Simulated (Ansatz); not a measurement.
Geometry optimisation, RKS PBE/def2-SVP in Ansatz 0.2.0.

The input (input.yaml):

```yaml
crystal:
  periodic: [false, false, false]
  atoms:
    - { symbol: Ga, position_ang: [-1.000374, 0.064623, 0.643294] }
    - { symbol: H, position_ang: [1.665206, -0.261944, 1.342681] }
    - { symbol: O, position_ang: [1.973349, 0.094012, 0.470285] }
    - { symbol: H, position_ang: [2.064788, -0.717851, -0.06832] }
    - { symbol: Cl, position_ang: [-1.34847, -0.13074, -1.56444] }
basis:
  gaussian: { orbitals: def2-SVP }
hamiltonian:
  xc: pbe
relax:
  f_tol: 0.03
  max_steps: 50
```

Run as:

```bash
$ ansatz run input.yaml --threads 1 --pin off --max-ram 2048MiB --backend cpu --events-out ev --progress --plain --runs-dir out
```

**Question.** Where does it end, and by what steps?

**Answer.** The forces met the threshold. After 12 steps the energy has fallen by 0.326 eV; Cl5 moved furthest, 0.88 Å.

```tsv
step	energy less start (eV)	largest force component (eV/Å)	accepted
0	0.0000	0.559	yes
1	-0.0171	1.773	yes
2	-0.0256	1.704	yes
3	-0.1210	0.754	yes
4	-0.1840	0.771	yes
5	-0.2227	1.122	yes
6	-0.2824	0.846	yes
7	-0.3046	0.349	yes
8	-0.3198	0.136	yes
9	-0.3248	0.152	yes
10	-0.3253	0.045	yes
11	-0.3256	0.035	yes
12	-0.3257	0.006	yes
```

```xyz
5
Properties=species:S:1:pos:R:3
Ga -0.834 0.380 0.754
H 1.880 -0.645 1.138
O 1.526 0.098 0.611
H 1.353 -0.285 -0.289
Cl -0.571 -0.501 -1.391
```

Whether the end is a true minimum wasn't checked by a vibrational analysis.

The run took 26 s on 1 thread of Arm Neoverse V1 (shared host), peak memory 0.14 GiB.
